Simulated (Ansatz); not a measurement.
C2H6N2Si, SMILES N[SiH](N)C#C.

Coordinates come from a PBE-D3(BJ)/def2-SVP optimisation. The structure was generated by enumeration, and PubChem lists no compound with its InChIKey, so it may never have been made. The values are those of a single conformer.

Two levels are set side by side: PBE/def2-TZVPD (Ansatz, a first-principles code) and CAM-B3LYP/def2-TZVPD (Ansatz). Energy differences of separate SCF runs at the same geometry; the states with an electron removed or added have multiplicity 2 and 2. Differences are taken from unrounded values.

```tsv
quantity	CAM-B3LYP
vertical ionisation energy (eV)	9.75
vertical singlet–triplet gap (eV)	4.96
```

**Question.** What does PBE give, and how far is it from CAM-B3LYP? (The exact figures need the calculation; the answer reports its results.)

**Answer.** 
| quantity | PBE | PBE minus CAM-B3LYP |
|---|---|---|
| vertical ionisation energy (eV) | 8.96 | -0.79 |
| vertical singlet–triplet gap (eV) | 4.81 | -0.15 |
